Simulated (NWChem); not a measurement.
System: SiH3F; SMILES [SiH3]F

Here is an NWChem input.

```
start job
memory heap 200 mb stack 900 mb global 1100 mb
geometry units angstroms noautoz
  Si     0.000000     0.000000    -0.459032
  F      0.000000     0.000000     1.165506
  H      0.998053     0.998053    -0.932912
  H      0.365313    -1.363365    -0.932912
  H     -1.363365     0.365313    -0.932912
end
basis spherical
  Si library def2-tzvp
  F library def2-tzvp
  H library def2-tzvp
end
dft
  xc mn15
  iterations 150
  mulliken
end
task dft energy
```

Output (shortened):

```
             Northwest Computational Chemistry Package (NWChem) 7.3.0
             --------------------------------------------------------

 C3V symmetry detected

                             Geometry "geometry" -> ""
                             -------------------------

 Output coordinates in angstroms (scale by  1.889725989 to convert to a.u.)

  No.       Tag          Charge          X              Y              Z
 ---- ---------------- ---------- -------------- -------------- --------------
    1 Si                  14.0000    -0.00000000    -0.00000000    -0.50766162
    2 F                    9.0000     0.00000000     0.00000000     1.11687638
    3 H                    1.0000     0.99805269     0.99805269    -0.98154162
    4 H                    1.0000     0.36531264    -1.36336533    -0.98154162
    5 H                    1.0000    -1.36336533     0.36531264    -0.98154162

 Effective nuclear repulsion energy (a.u.)      62.2698957794

      Symmetry information
      --------------------

 Group name             C3v
 Group number             17
 Group order               6
 No. of unique centers     3

                                 NWChem DFT Module
                                 -----------------

 Summary of "ao basis" -> "ao basis" (spherical)
 ------------------------------------------------------------------------------
       Tag                 Description            Shells   Functions and Types
 ---------------- ------------------------------  ------  ---------------------
 Si                        def2-tzvp                13       37   5s5p2d1f
 F                         def2-tzvp                11       31   5s3p2d1f
 H                         def2-tzvp                 4        6   3s1p

      Symmetry analysis of basis
      --------------------------

        a1         31
        a2          3
        e          52

  Rotation of axis

            General Information
            -------------------
          SCF calculation type: DFT
          Wavefunction type:  closed shell.
          No. of atoms     :     5
          No. of electrons :    26
           Alpha electrons :    13
            Beta electrons :    13
          Charge           :     0
          Spin multiplicity:     1
          Use of symmetry is: on ; symmetry adaption is: on
          Maximum number of iterations: 150
          AO basis - number of functions:    86
                     number of shells:    36
          Convergence on energy requested:  1.00D-06
          Convergence on density requested:  1.00D-05
          Convergence on gradient requested:  5.00D-04

              XC Information
              --------------
                         MN15 Method XC Functional
                     Hartree-Fock (Exact) Exchange  0.440
                          MN15 Exchange Functional  1.000
                        MN15 Correlation Potential  1.000

             Grid Information
             ----------------
          Grid used for XC integration:  medium
          Radial quadrature: Mura-Knowles
          Angular quadrature: Lebedev.
          Tag              B.-S. Rad. Rad. Pts. Rad. Cut. Ang. Pts.
          ---              ---------- --------- --------- ---------
          Si                  1.10       88           7.0       590
          F                   0.50       49           8.0       434
          H                   0.35       45           8.0       434
          Grid pruning is: on
          Number of quadrature shells:   182
          Spatial weights used:  Erf1

      Superposition of Atomic Density Guess
      -------------------------------------

 Sum of atomic energies:        -389.75291647

      Non-variational initial energy
      ------------------------------

 Total energy =    -390.043621
 1-e energy   =    -664.738972
 2-e energy   =     212.425456
 HOMO         =      -0.416073
 LUMO         =       0.023584

      Symmetry analysis of molecular orbitals - initial
      -------------------------------------------------

  Numbering of irreducible representations:

     1 a1          2 a2          3 e

  Orbital symmetries:

     1 a1          2 a1          3 a1          4 a1          5 e
     6 e           7 a1          8 a1          9 e          10 e
    11 a1         12 e          13 e          14 a1         15 a1
    16 e          17 e          18 e          19 e          20 a1
    21 a1         22 e          23 e

     ---------------------------------------------
      Total Density - Mulliken Population Analysis
     ---------------------------------------------

    Atom       Charge   Shell Charges
 -----------   ------   -------------------------------------------------------
    1 Si  14    13.29   2.00  0.59  1.39  0.85  0.44  4.11  1.73  0.48  1.09  0.36  0.12  0.10  0.04
    2 F    9     9.53   0.77  1.20  0.61  1.02  0.31  2.37  2.36  0.88  0.00  0.01  0.00
    3 H    1     1.06   0.23  0.55  0.28  0.01
    4 H    1     1.06   0.23  0.55  0.28  0.01
    5 H    1     1.06   0.23  0.55  0.28  0.01

   convergence    iter        energy       DeltaE   RMS-Dens  Diis-err
 ---------------- ----- ----------------- --------- --------- ---------
 d= 0,ls=0.0,diis     1   -390.9689462407 -4.53D+02  7.27D-03  2.65D+00
 d= 0,ls=0.0,diis     2   -390.9901943165 -2.12D-02  5.06D-03  7.84D-01
 d= 0,ls=0.0,diis     3   -391.0146654583 -2.45D-02  1.94D-03  5.19D-01
 d= 0,ls=0.0,diis     4   -391.0481265480 -3.35D-02  2.26D-04  1.51D-03
 d= 0,ls=0.0,diis     5   -391.0482680618 -1.42D-04  4.51D-05  4.37D-05
  Resetting Diis
 d= 0,ls=0.0,diis     6   -391.0482708787 -2.82D-06  7.42D-06  2.15D-06
 d= 0,ls=0.0,diis     7   -391.0482710240 -1.45D-07  1.62D-06  2.33D-08

         Total DFT energy =     -391.048271023991
      One electron energy =     -666.269694754312
           Coulomb energy =      245.288392215031
    Exchange-Corr. energy =      -32.336864264142
 Nuclear repulsion energy =       62.269895779432

 Numeric. integr. density =       25.999991349787

                  Occupations of the irreducible representations
                  ----------------------------------------------

                     irrep           alpha         beta
                     --------     --------     --------
                     a1                7.0          7.0
                     a2                0.0          0.0
                     e                 6.0          6.0

                       DFT Final Molecular Orbital Analysis
                       ------------------------------------

 Vector   11  Occ=2.000000D+00  E=-5.021023D-01  Symmetry=a1
              MO Center=  3.6D-11, -1.0D-12,  3.1D-02, r^2= 2.4D+00
   Bfn.  Coefficient  Atom+Function         Bfn.  Coefficient  Atom+Function
  ----- ------------  ---------------      ----- ------------  ---------------
    45      0.356771  2 F  pz                48      0.278042  2 F  pz
     4      0.208943  1 Si s                 17     -0.196201  1 Si pz
    51      0.162758  2 F  pz                 5      0.152627  1 Si s
     3     -0.139290  1 Si s                 14     -0.111649  1 Si pz
     8      0.100954  1 Si pz                70      0.099377  3 H  s

 Vector   12  Occ=2.000000D+00  E=-3.871210D-01  Symmetry=e
              MO Center=  1.4D-01,  4.4D-01, -6.7D-01, r^2= 2.3D+00
   Bfn.  Coefficient  Atom+Function         Bfn.  Coefficient  Atom+Function
  ----- ------------  ---------------      ----- ------------  ---------------
    15      0.233578  1 Si px                70      0.231043  3 H  s
    71      0.199277  3 H  s                 69      0.171148  3 H  s
    82     -0.164017  5 H  s                 43     -0.162173  2 F  px
    16      0.142443  1 Si py                83     -0.141466  5 H  s
    46     -0.127270  2 F  px                81     -0.121497  5 H  s

 Vector   13  Occ=2.000000D+00  E=-3.871210D-01  Symmetry=e
              MO Center= -1.4D-01, -4.4D-01, -6.7D-01, r^2= 2.3D+00
   Bfn.  Coefficient  Atom+Function         Bfn.  Coefficient  Atom+Function
  ----- ------------  ---------------      ----- ------------  ---------------
    16      0.233578  1 Si py                76     -0.228088  4 H  s
    77     -0.196728  4 H  s                 82      0.172090  5 H  s
    75     -0.168959  4 H  s                 44     -0.162173  2 F  py
    83      0.148429  5 H  s                 15     -0.142443  1 Si px
    47     -0.127270  2 F  py                81      0.127478  5 H  s

 Vector   14  Occ=0.000000D+00  E= 1.197860D-02  Symmetry=a1
              MO Center=  8.1D-15, -3.3D-16, -7.2D-01, r^2= 3.6D+00
   Bfn.  Coefficient  Atom+Function         Bfn.  Coefficient  Atom+Function
  ----- ------------  ---------------      ----- ------------  ---------------
    20      0.825888  1 Si pz                 5     -0.266830  1 Si s
    17      0.245395  1 Si pz                71      0.242725  3 H  s
    77      0.242725  4 H  s                 83      0.242725  5 H  s
    28     -0.241210  1 Si d  0              42     -0.180532  2 F  s
    23     -0.131030  1 Si d  0              14      0.123434  1 Si pz

 Vector   15  Occ=0.000000D+00  E= 7.575682D-02  Symmetry=e
              MO Center=  1.3D-01, -3.9D-01, -5.1D-01, r^2= 3.8D+00
   Bfn.  Coefficient  Atom+Function         Bfn.  Coefficient  Atom+Function
  ----- ------------  ---------------      ----- ------------  ---------------
    18      1.284983  1 Si px                83      1.049274  5 H  s
    71     -1.009641  3 H  s                 15      0.335644  1 Si px
    19      0.298797  1 Si py                26     -0.203414  1 Si d -2
    49     -0.162116  2 F  px                30      0.126662  1 Si d  2
    21     -0.114090  1 Si d -2              43     -0.109032  2 F  px

[...]
```

Level: MN15/def2-TZVP. The geometry was optimised at PBE0/def2-SVP.
